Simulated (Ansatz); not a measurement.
C$_{3}$H$_{3}$N$_{2}$, doublet, at a GFN2-xTB geometry; B3LYP5/STO-3G run with Ansatz (a first-principles code).

The Ansatz input:
Ansatz 0.2 input:
```yaml
crystal:
  periodic: [false, false, false]
  atoms:
    - {symbol: C, position_ang: [-0.98699943, -0.45547695, 0.34789029]}
    - {symbol: C, position_ang: [-0.78858205, 0.72851015, -0.38738364]}
    - {symbol: N, position_ang: [0.52843173, 0.87235337, -0.56904093]}
    - {symbol: C, position_ang: [1.10903837, -0.17053811, 0.02466777]}
    - {symbol: N, position_ang: [0.21684128, -0.98695486, 0.58561766]}
    - {symbol: H, position_ang: [-1.88968967, -0.91709980, 0.69350309]}
    - {symbol: H, position_ang: [-1.49508281, 1.43758016, -0.76878885]}
    - {symbol: H, position_ang: [2.16712002, -0.33324054, 0.04820214]}
basis:
  gaussian:
    orbitals: STO-3G
hamiltonian:
  xc: b3lyp5
magnetization: {spin_polarized: true, initial_magnetization: 1}
```

**Question.** Write the output that Ansatz gives for this input, abridged.

**Answer.** 
```
Functional definition: B3LYP5
401 factors; integrals over basis functions are off by at most 3.7e-5 eV
mean field evaluation 1: about -6051.8317 eV, gradient 2.1e1 eV
mean field evaluation 2: about -6041.6563 eV, gradient 4.9e1 eV
mean field evaluation 4: about -6054.5188 eV, gradient 2.9e0 eV
mean field evaluation 8: about -6054.5338 eV, gradient 5.5e-2 eV
mean field evaluation 16: about -6054.5501 eV, gradient 1.5e0 eV
mean field evaluation 32: about -6054.6581 eV, gradient 1.7e-6 eV
mean field evaluation 64: about -6054.6365 eV, gradient 3.6e-1 eV
mean field -6054.65808140 eV, -222.5045804970 hartree, gradient 1.9e-6 eV, S^2 0.752904; 7 other end points of the search recorded, 0 dependent functions left out
reference -6054.65823308 eV, -222.5045860710 hartree; 18, 17 occupied and 10, 11 virtual orbitals, 401 factors
Total energy: -6054.65823308 eV, -222.5045860710 hartree
```
